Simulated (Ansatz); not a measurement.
ClSn (SMILES [Cl][Sn+]), charge +1, singlet, geometry from GFN2-xTB (such geometries of metal compounds can be far from the true shape) (core potentials on Sn); B3LYP5/def2-SVP in Ansatz (a program for electronic structure).

The Ansatz input:
Ansatz 0.2 input:
```yaml
crystal:
  periodic: [false, false, false]
  atoms:
    - {symbol: Sn, position_ang: [-0.00000000, -0.00000000, -0.58286497]}
    - {symbol: Cl, position_ang: [0.00000000, 0.00000000, 1.71430873]}
basis:
  gaussian:
    orbitals: def2-SVP
hamiltonian:
  xc: b3lyp5
total_charge: 1
accuracy: high
```

Q: Predict the main parts of the log of this Ansatz run.

A: 
```
Functional definition: B3LYP5
900 factors; integrals over basis functions are off by at most 3.6e-9 eV
mean field evaluation 1: about -18336.1910 eV, gradient 4.3e1 eV
mean field evaluation 2: about -18244.8922 eV, gradient 1.4e2 eV
mean field evaluation 4: about -18342.2193 eV, gradient 3.6e0 eV
mean field evaluation 8: about -18342.2804 eV, gradient 1.0e-1 eV
mean field evaluation 16: about -18342.2804 eV, gradient 3.5e-6 eV
mean field -18342.28041533 eV, -674.0663724192 hartree, gradient 3.5e-9 eV, S^2 0.000000; 0 other end points of the search recorded, 0 dependent functions left out
reference -18342.28044139 eV, -674.0663733769 hartree; 19, 19 occupied and 25, 25 virtual orbitals, 900 factors
Total energy: -18342.28044139 eV, -674.0663733769 hartree
```
